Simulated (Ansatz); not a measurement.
`[SiH3]OB1N[SiH2]1` + `N[SiH2]O[SiH3]` → `[SiH3]N[SiH2]O[SiH3]` + `OB1N[SiH2]1`  (ligand exchange at the Si–O bond)

Computed with Ansatz on PBE0-D4/def2-TZVP structures; ΔE is electronic, products minus reactants. CCSD(T)/CBS is the MP2 limit (def2-TZVPP, def2-QZVPP) plus CCSD(T) − MP2 in def2-TZVPP, frozen cores. DFT in def2-TZVPP. B3LYP here is the variant with VWN-RPA as its local correlation; programs differ in this. One conformer a species, not always the lowest.

CCSD(T)/CBS gives +41.3 kJ/mol.

Another level gave +34.4 kJ/mol. Which?
A. HF/def2-TZVPP
B. r2SCAN/def2-TZVPP
C. B3LYP/def2-TZVPP
D. PBE-D4/def2-TZVPP

D. PBE-D4 34.4, B3LYP 48.4, HF/def2-TZVPP 55.0, r2SCAN 42.7 kJ/mol.

Largest T1 diagnostic among the species: 0.013.

The D4 term adds −7.0 kJ/mol with B3LYP and −3.9 kJ/mol with PBE0; it sums over pairs of atoms, weighted by their polarisabilities, and B3LYP, whose exchange is more repulsive, gets the larger term. In def2-TZVPP, CCSD(T) changes the Hartree–Fock value by −14.0 kJ/mol (the triples alone add −1.8 kJ/mol) and MP2 by −13.7 kJ/mol.
